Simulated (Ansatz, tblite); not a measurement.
Forces on CrN₄F₂H₁₂ (relaxed from a model of trans-CrF2(NH3)4, whose bonding it doesn't keep) at its PBE-D4/def2-SVP geometry. Charge 0, multiplicity 5.

The xTB rows come from tblite. In the quintet geometry the species has come apart into loosely held pieces.

GFN2-xTB (tblite), largest force 1.14 eV/Å:

```xyz
19
positions Å, forces eV/Å
Cr   -0.029   -0.062    0.043    0.023    0.014   -0.004
F     1.381   -1.315    0.147   -0.188   -0.142   -0.231
F    -1.421    1.213   -0.056    0.168    0.091    0.251
N    -0.379   -0.745   -1.928   -0.205   -0.139   -0.736
H    -0.200   -1.757   -1.977   -0.238    0.352    0.001
H     0.272   -0.313   -2.598   -0.299   -0.092    0.241
H    -1.368   -0.514   -2.237    0.628   -0.204    0.197
N     0.326    0.620    2.010    0.223    0.119    0.697
H     0.011    1.597    2.081    0.305   -0.329    0.016
H     1.355    0.518    2.247   -0.677    0.151   -0.147
H    -0.210    0.091    2.712    0.253    0.164   -0.261
N     3.028   -0.205    2.061    0.340   -0.437   -0.407
H     3.815    0.312    1.645   -0.501   -0.281    0.182
H     2.593   -0.766    1.289    0.595    0.520    0.829
H     3.448   -0.872    2.722   -0.314    0.332   -0.398
N    -2.969    0.359   -2.164   -0.330    0.447    0.388
H    -3.839   -0.094   -1.857    0.534    0.230   -0.112
H    -3.253    1.098   -2.820    0.237   -0.376    0.395
H    -2.561    0.834   -1.323   -0.554   -0.421   -0.903
```

r2SCAN-D4/def2-TZVP (Ansatz), largest force 0.80 eV/Å:

```
Cr -0.005 -0.002 0.003
F 0.045 -0.100 -0.018
F -0.048 0.082 0.016
N -0.038 -0.151 -0.498
H -0.131 0.523 0.034
H -0.346 -0.207 0.351
H 0.620 -0.193 0.147
N 0.044 0.128 0.486
H 0.216 -0.507 -0.029
H -0.655 0.130 -0.097
H 0.287 0.272 -0.371
N 0.579 -0.452 -0.319
H -0.430 -0.268 0.241
H 0.331 0.309 0.488
H -0.241 0.372 -0.350
N -0.560 0.490 0.285
H 0.467 0.226 -0.179
H 0.164 -0.404 0.338
H -0.298 -0.248 -0.525
```

PBE0-D4/def2-TZVP (Ansatz), largest force 0.92 eV/Å:

```
Cr -0.006 -0.001 0.002
F 0.105 -0.139 -0.006
F -0.108 0.124 0.002
N -0.087 -0.194 -0.664
H -0.149 0.611 0.036
H -0.410 -0.248 0.406
H 0.733 -0.221 0.174
N 0.095 0.171 0.649
H 0.247 -0.590 -0.034
H -0.773 0.144 -0.115
H 0.341 0.322 -0.429
N 0.664 -0.513 -0.367
H -0.492 -0.289 0.276
H 0.341 0.332 0.524
H -0.284 0.425 -0.384
N -0.643 0.559 0.327
H 0.534 0.242 -0.206
H 0.197 -0.463 0.372
H -0.306 -0.269 -0.562
```
